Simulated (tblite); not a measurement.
Compound: C6H5OPS.
Atom-mapped SMILES: `[CH:1]#[C:2][c:3]1[p:4][cH:5][s:6][c:7]1[O:8][CH3:9]` (hydrogens: H10 on C1; H11 on C5; H12, H13, H14 on C9)

Geometry (GFN2-xTB, Å), atoms numbered from 1 in this order:
```xyz
14
C6H5OPS angstrom
C     -1.8960    2.6903    0.3806
C     -0.9284    1.9969    0.2214
C      0.2318    1.2201    0.0344
P      1.8413    1.9673   -0.1267
C      2.6210    0.4687   -0.3040
S      1.6839   -0.9724   -0.2632
C      0.1732   -0.1506   -0.0321
O     -0.9814   -0.8281    0.0753
C     -0.9197   -2.2312   -0.0067
H     -2.7467    3.2871    0.5195
H      3.6786    0.3373   -0.4427
H     -1.9430   -2.5848    0.0991
H     -0.3001   -2.6473    0.7949
H     -0.5150   -2.5539   -0.9720
```

All values are computed: GFN2-xTB (tblite) harmonic vibrations without scaling, gas phase. The method is semi-empirical: single wavenumbers can be off by several per cent or more. One conformer, not necessarily the lowest.

Problem. How many normal modes are there?

Solution. 14 atoms, non-linear: 3N − 6 = 36.

Problem. What is the point group of the computed structure, and how do the modes divide by symmetry?

Solution. Cs. The vibrations span 24 a′ + 12 a″.

Problem. How many distinct wavenumbers does the calculation give?

Solution. 36: Cs has no degenerate species.

Problem. How many fundamentals are allowed in the infrared by symmetry?

Solution. 36 of 36: in Cs every mode is allowed. All fundamentals are allowed in the Raman spectrum.

Problem. How large is the harmonic zero-point energy?

Solution. Half the sum of the wavenumbers, 19628 cm⁻¹, or 2.434 eV from 36 modes; those above 1550 cm⁻¹ give 1.097 eV of it.

Problem. How far is the lowest real mode excited at 200 K, as a harmonic oscillator?

Solution. 80.2 cm⁻¹ is a vibrational temperature θ of 115 K. The population of v = 1 over v = 0 is exp(−θ/T) = 0.56, and the mean quantum number is 1.3.

Time: 0.56 s wall. Hardware: one thread, Arm Neoverse V1 (aarch64), no GPU, shared host. The figure is for the frequency step alone.
